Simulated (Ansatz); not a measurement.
`[OH][GeH2][O][SiH3]` + `N[SiH](O)Cl` → `[OH][GeH2][NH][SiH](O)Cl` + `O[SiH3]`  (ligand exchange at a Ge–O bond)

Calculated with Ansatz (gas phase, PBE0-D4/def2-TZVP geometries, no zero-point term in ΔE). CCSD(T)/CBS is the MP2 limit (def2-TZVPP, def2-QZVPP) plus CCSD(T) − MP2 in def2-TZVPP, frozen cores. Functionals use def2-TZVPP. For Ge outer-core shells are correlated without core-valence functions, which leaves a few kJ/mol of doubt a bond. Scalar relativity is left out up to krypton. One conformer a species, not always the lowest.

| level | ΔE (kJ/mol) |
| --- | --- |
| PBE0-D4 | 19.4 |
| PBE | 22.3 |
| SCS-MP2/def2-TZVPP | 25.4 |
| CCSD/def2-TZVPP | 24.1 |
| CCSD(T)/def2-TZVPP | 21.3 |
| HF/def2-QZVPP | 42.5 |
| MP2/def2-QZVPP | 21.0 |
| CCSD/CBS(def2) | 23.7 |

(1) What does CCSD(T)/CBS give? (An estimate is asked.)

Largest T1 diagnostic among the species: 0.012.

Results:

(1) The calculation gave: +20.9 kJ/mol. The listed levels differ from it by -1.5, 1.4, 4.5, 3.2, 0.4, 21.6, 0.1, 2.8 kJ/mol.

The D4 term adds −6.6 kJ/mol with B3LYP and −3.7 kJ/mol with PBE0; it sums over pairs of atoms, weighted by their polarisabilities, and B3LYP, whose exchange is more repulsive, gets the larger term. In def2-TZVPP, CCSD(T) changes the Hartree–Fock value by −19.5 kJ/mol (the triples alone add −2.8 kJ/mol) and MP2 by −20.2 kJ/mol.

B3LYP here is the variant with VWN-RPA as its local correlation; programs differ in this.
